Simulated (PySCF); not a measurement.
Species: C₄H₈F₃P.
SMILES with atom numbers: `[CH3:1][PH:2][CH2:3][CH2:4][C:5]([F:6])([F:7])[F:8]` (hydrogens: H9, H10, H11 on C1; H12 on P2; H13, H14 on C3; H15, H16 on C4)

Method: PySCF 2.14.0, density-fitted response routines, TDDFT B3LYP/def2-SVPD, vertical, gas phase, core orbitals frozen in the response. One conformer (not necessarily the lowest) at the GFN2-xTB geometry, without solvent, vibrations or thermal averaging. Torsions of this conformer, `[CH3:1][PH:2][CH2:3][CH2:4][C:5]([F:6])([F:7])[F:8]`: C1–P2–C3–C4 -171°, P2–C3–C4–C5 -178°, C3–C4–C5–F6 60°.

Q: Predict the UV-vis stick spectrum at this level.

A: 

| state | E (eV) | E (hartree) | f | \|μ\| (D) | main configurations (H = HOMO, L = LUMO) |
| --- | --- | --- | --- | --- | --- |
| S1 | 6.13 | 0.2251 | 0.033 | 1.20 | H→L (98%) |
| S2 | 6.32 | 0.2323 | 0.090 | 1.94 | H→L+1 (97%) |
| S3 | 7.24 | 0.2662 | 0.086 | 1.77 | H→L+3 (93%) |
| S4 | 7.41 | 0.2725 | 0.035 | 1.11 | H→L+2 (83%), H→L+4 (13%) |
| S5 | 7.55 | 0.2774 | 0.020 | 0.83 | H→L+4 (74%), H→L+2 (10%) |
| S6 | 7.67 | 0.2817 | 0.065 | 1.49 | H→L+5 (91%) |
| S7 | 7.93 | 0.2914 | 0.014 | 0.68 | H→L+6 (91%) |
| S8 | 8.17 | 0.3002 | 0.0098 | 0.56 | H-1→L (90%) |

Triplets (Tamm–Dancoff): T1 5.30 eV, H→L (78%), H→L+2 (9%); T2 5.38 eV, H→L+1 (81%); T3 6.78 eV, H→L+4 (50%), H→L+2 (22%), H→L (11%).

The lowest singlet comes at 202 nm (591 kJ/mol) in the ultraviolet; it is of moderate strength; its leading configuration is HOMO→LUMO (98%). The most intense listed level is S2 at 6.32 eV (196 nm, f = 0.090), 0.19 eV above S1. Löwdin shares by element: HOMO phosphorus 63%, carbon 22% or more, hydrogen 7% or more; LUMO phosphorus 26%, carbon 25% or more, hydrogen 13% or more (atoms not listed hold the other 36%). Of the 8 states listed, 7 reach f = 0.01 and none stays under 0.0005. Weighted by f, the mean energy of these states is 7.07 eV. The listed states span 2.04 eV, and the widest gap between neighbours is 0.92 eV (S2 to S3). Only the lowest 8 singlets were computed, as vertical energies without vibronic structure.
